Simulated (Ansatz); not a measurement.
Ansatz (a first-principles code) input (B3LYP-D3(BJ)/def2-TZVP):

Ansatz 0.2 input:
```yaml
crystal:
  periodic: [false, false, false]
  atoms:
    - {symbol: O, position_ang: [0.00000000, 0.00000000, 0.00000000]}
    - {symbol: B, position_ang: [-1.16475675, -0.65077146, 0.00373208]}
    - {symbol: H, position_ang: [-1.67657657, -0.90969153, -1.04264628]}
    - {symbol: H, position_ang: [-1.64842851, -0.94805122, 1.05330018]}
    - {symbol: B, position_ang: [1.16475675, 0.65077146, -0.00373208]}
    - {symbol: H, position_ang: [1.15140749, 1.84376938, 0.01828126]}
    - {symbol: H, position_ang: [2.17359758, 0.01397338, -0.02893516]}
basis:
  gaussian:
    orbitals: def2-TZVP
hamiltonian:
  xc: b3lyp
  dispersion: d3bj
phonons: {temperatures: {t_min: 298.15, t_max: 298.15, t_step: 100}}
```

Output:

```
Functional definition: B3LYP
integrals: 0.03 GiB planned
665 factors; their error is unknown
mean field: 0.32 GiB planned
mean field evaluation 1: about -3463.5957 eV, gradient 5.0e1 eV
mean field evaluation 2: about -3452.1548 eV, gradient 9.3e1 eV
mean field evaluation 4: about -3467.9209 eV, gradient 1.7e0 eV
mean field evaluation 8: about -3467.9273 eV, gradient 1.3e-2 eV
mean field -3467.92733341 eV, -127.4439788572 hartree, gradient 8.4e-6 eV, S^2 0.000000; 0 other end points of the search recorded, 0 dependent functions left out
the calculation of the forces begins
reference -3467.92758395 eV, -127.4439880643 hartree; 11, 11 occupied and 106, 106 virtual orbitals, 665 factors
these checks for a lower state are left out or cut short: stability, starts, cluster_reference, orbital_swaps, neighbouring_geometries, increment
integrals: 0.03 GiB planned
665 factors; their error is unknown
mean field: 0.31 GiB planned
mean field evaluation 16: about -3467.9294 eV, gradient 3.1e-1 eV
mean field -3467.92722934 eV, -127.4439750328 hartree, gradient 1.6e-6 eV, S^2 0.000000; 0 other end points of the search recorded, 0 dependent functions left out
the calculation of the forces begins
reference -3467.92747988 eV, -127.4439842399 hartree; 11, 11 occupied and 106, 106 virtual orbitals, 665 factors
these checks for a lower state are left out or cut short: stability, starts, cluster_reference, orbital_swaps, neighbouring_geometries, increment
integrals: 0.03 GiB planned
665 factors; their error is unknown
mean field: 0.31 GiB planned
mean field -3467.92722934 eV, -127.4439750328 hartree, gradient 1.6e-6 eV, S^2 0.000000; 0 other end points of the search recorded, 0 dependent functions left out
the calculation of the forces begins
reference -3467.92747988 eV, -127.4439842399 hartree; 11, 11 occupied and 106, 106 virtual orbitals, 665 factors
these checks for a lower state are left out or cut short: stability, starts, cluster_reference, orbital_swaps, neighbouring_geometries, increment
integrals: 0.03 GiB planned
665 factors; their error is unknown
mean field: 0.32 GiB planned
mean field evaluation 32: about -3467.9272 eV, gradient 8.0e-5 eV
mean field -3467.92719711 eV, -127.4439738482 hartree, gradient 8.7e-7 eV, S^2 0.000000; 0 other end points of the search recorded, 0 dependent functions left out
the calculation of the forces begins
reference -3467.92744760 eV, -127.4439830536 hartree; 11, 11 occupied and 106, 106 virtual orbitals, 665 factors
these checks for a lower state are left out or cut short: stability, starts, cluster_reference, orbital_swaps, neighbouring_geometries, increment
integrals: 0.03 GiB planned
665 factors; their error is unknown
mean field: 0.31 GiB planned
mean field -3467.92724179 eV, -127.4439754903 hartree, gradient 1.6e-6 eV, S^2 0.000000; 0 other end points of the search recorded, 0 dependent functions left out
the calculation of the forces begins
reference -3467.92749238 eV, -127.4439846992 hartree; 11, 11 occupied and 106, 106 virtual orbitals, 665 factors
these checks for a lower state are left out or cut short: stability, starts, cluster_reference, orbital_swaps, neighbouring_geometries, increment
integrals: 0.03 GiB planned
665 factors; their error is unknown
mean field: 0.31 GiB planned
mean field -3467.92729519 eV, -127.4439774525 hartree, gradient 2.0e-6 eV, S^2 0.000000; 0 other end points of the search recorded, 0 dependent functions left out
the calculation of the forces begins
reference -3467.92754573 eV, -127.4439866599 hartree; 11, 11 occupied and 106, 106 virtual orbitals, 665 factors
these checks for a lower state are left out or cut short: stability, starts, cluster_reference, orbital_swaps, neighbouring_geometries, increment
integrals: 0.03 GiB planned
665 factors; their error is unknown
mean field: 0.32 GiB planned
mean field -3467.92731820 eV, -127.4439782983 hartree, gradient 2.0e-6 eV, S^2 0.000000; 0 other end points of the search recorded, 0 dependent functions left out
the calculation of the forces begins
reference -3467.92756873 eV, -127.4439875051 hartree; 11, 11 occupied and 106, 106 virtual orbitals, 665 factors
these checks for a lower state are left out or cut short: stability, starts, cluster_reference, orbital_swaps, neighbouring_geometries, increment
integrals: 0.03 GiB planned
665 factors; their error is unknown
mean field: 0.31 GiB planned
mean field -3467.92729995 eV, -127.4439776277 hartree, gradient 2.5e-6 eV, S^2 0.000000; 0 other end points of the search recorded, 0 dependent functions left out
the calculation of the forces begins
reference -3467.92755049 eV, -127.4439868346 hartree; 11, 11 occupied and 106, 106 virtual orbitals, 665 factors
these checks for a lower state are left out or cut short: stability, starts, cluster_reference, orbital_swaps, neighbouring_geometries, increment
integrals: 0.03 GiB planned
665 factors; their error is unknown
mean field: 0.32 GiB planned
mean field evaluation 64: about -3467.9273 eV, gradient 5.9e-2 eV
mean field -3467.92730276 eV, -127.4439777307 hartree, gradient 1.0e-6 eV, S^2 0.000000; 0 other end points of the search recorded, 0 dependent functions left out
the calculation of the forces begins
reference -3467.92755330 eV, -127.4439869380 hartree; 11, 11 occupied and 106, 106 virtual orbitals, 665 factors
these checks for a lower state are left out or cut short: stability, starts, cluster_reference, orbital_swaps, neighbouring_geometries, increment
integrals: 0.03 GiB planned
665 factors; their error is unknown
mean field: 0.31 GiB planned
mean field -3467.92724179 eV, -127.4439754903 hartree, gradient 1.6e-6 eV, S^2 0.000000; 0 other end points of the search recorded, 0 dependent functions left out
the calculation of the forces begins
reference -3467.92749238 eV, -127.4439846992 hartree; 11, 11 occupied and 106, 106 virtual orbitals, 665 factors
these checks for a lower state are left out or cut short: stability, starts, cluster_reference, orbital_swaps, neighbouring_geometries, increment
integrals: 0.03 GiB planned
665 factors; their error is unknown
mean field: 0.31 GiB planned
mean field -3467.92719711 eV, -127.4439738482 hartree, gradient 8.7e-7 eV, S^2 0.000000; 0 other end points of the search recorded, 0 dependent functions left out
the calculation of the forces begins
reference -3467.92744760 eV, -127.4439830536 hartree; 11, 11 occupied and 106, 106 virtual orbitals, 665 factors
these checks for a lower state are left out or cut short: stability, starts, cluster_reference, orbital_swaps, neighbouring_geometries, increment
integrals: 0.03 GiB planned
665 factors; their error is unknown
mean field: 0.32 GiB planned
mean field -3467.92726800 eV, -127.4439764535 hartree, gradient 2.0e-6 eV, S^2 0.000000; 0 other end points of the search recorded, 0 dependent functions left out
the calculation of the forces begins
reference -3467.92751854 eV, -127.4439856606 hartree; 11, 11 occupied and 106, 106 virtual orbitals, 665 factors
these checks for a lower state are left out or cut short: stability, starts, cluster_reference, orbital_swaps, neighbouring_geometries, increment
integrals: 0.03 GiB planned
665 factors; their error is unknown
mean field: 0.32 GiB planned
mean field -3467.92725272 eV, -127.4439758920 hartree, gradient 1.4e-6 eV, S^2 0.000000; 0 other end points of the search recorded, 0 dependent functions left out
the calculation of the forces begins
reference -3467.92750326 eV, -127.4439850990 hartree; 11, 11 occupied and 106, 106 virtual orbitals, 665 factors
these checks for a lower state are left out or cut short: stability, starts, cluster_reference, orbital_swaps, neighbouring_geometries, increment
integrals: 0.03 GiB planned
665 factors; their error is unknown
mean field: 0.31 GiB planned
mean field evaluation 96: about -3467.9296 eV, gradient 1.8e-1 eV
mean field -3467.92733094 eV, -127.4439787664 hartree, gradient 2.9e-6 eV, S^2 0.000000; 0 other end points of the search recorded, 0 dependent functions left out
the calculation of the forces begins
reference -3467.92758147 eV, -127.4439879733 hartree; 11, 11 occupied and 106, 106 virtual orbitals, 665 factors
these checks for a lower state are left out or cut short: stability, starts, cluster_reference, orbital_swaps, neighbouring_geometries, increment
integrals: 0.03 GiB planned
665 factors; their error is unknown
mean field: 0.31 GiB planned
mean field -3467.92731810 eV, -127.4439782946 hartree, gradient 7.2e-7 eV, S^2 0.000000; 0 other end points of the search recorded, 0 dependent functions left out
the calculation of the forces begins
reference -3467.92756864 eV, -127.4439875019 hartree; 11, 11 occupied and 106, 106 virtual orbitals, 665 factors
Total energy: -3468.05870944 eV, -127.4488068373 hartree
Atom 0 at     0.000000     0.000000     0.000000 Å, force     0.000001     0.000001    -0.000000 eV/Å
Atom 1 at    -1.164757    -0.650771     0.003732 Å, force    -0.000550    -0.000308     0.000002 eV/Å
Atom 2 at    -1.676577    -0.909692    -1.042646 Å, force     0.001167     0.000632     0.000750 eV/Å
Atom 3 at    -1.648429    -0.948051     1.053300 Å, force     0.001147     0.000660    -0.000757 eV/Å
Atom 4 at     1.164757     0.650771    -0.003732 Å, force     0.000550     0.000307    -0.000002 eV/Å
Atom 5 at     1.151407     1.843769     0.018281 Å, force    -0.000789    -0.001305    -0.000013 eV/Å
Atom 6 at     2.173598     0.013973    -0.028935 Å, force    -0.001525     0.000012     0.000021 eV/Å
Dipole moment:    -0.000000    -0.000000     0.000000 e Å
Vibrations: 131.60 131.61 454.00 965.50 1004.84 1004.85 1044.70 1044.72 1247.80 1313.96 1583.16 2562.43 2582.79 2661.48 2661.52 cm⁻¹, zero-point energy 1.264327 eV
```
